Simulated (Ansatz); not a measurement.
Cartesian coordinates (Å):
```xyz
12

Nb    -0.1074    -0.0916     0.3236
O     -1.9317     0.1678    -0.2848
H     -2.3456     0.5752    -1.0630
O     -0.6383    -0.9966     1.9253
H     -1.5068    -0.9199     2.3579
O      0.2141    -1.0808    -1.3385
H     -0.5844    -1.3136    -1.8460
O      1.7877    -0.1336     0.5286
H      2.5317    -0.1084    -0.0974
N     -0.0080     1.9013     0.3850
H      0.8525     2.4248     0.5694
H     -0.8060     2.5294     0.2613
```
Charge 0, spin multiplicity 1.

Calculation: frozen-core CCSD(T)/def2-TZVPP // PBE-D3(BJ)/def2-SVP run with Ansatz (a quantum-chemistry and plane-wave program).

```yaml
HF energy: -414.13005 Ha
MP2 correlation energy: -1.67036 Ha
```

Estimate the CCSD correlation energy, the (T) correction, the total energy and the T1 diagnostic.


CCSD correlation energy: -1.65580 Ha
(T) correction: -0.07702 Ha
CCSD(T) total energy: -415.86287 Ha
T1 diagnostic: 0.021
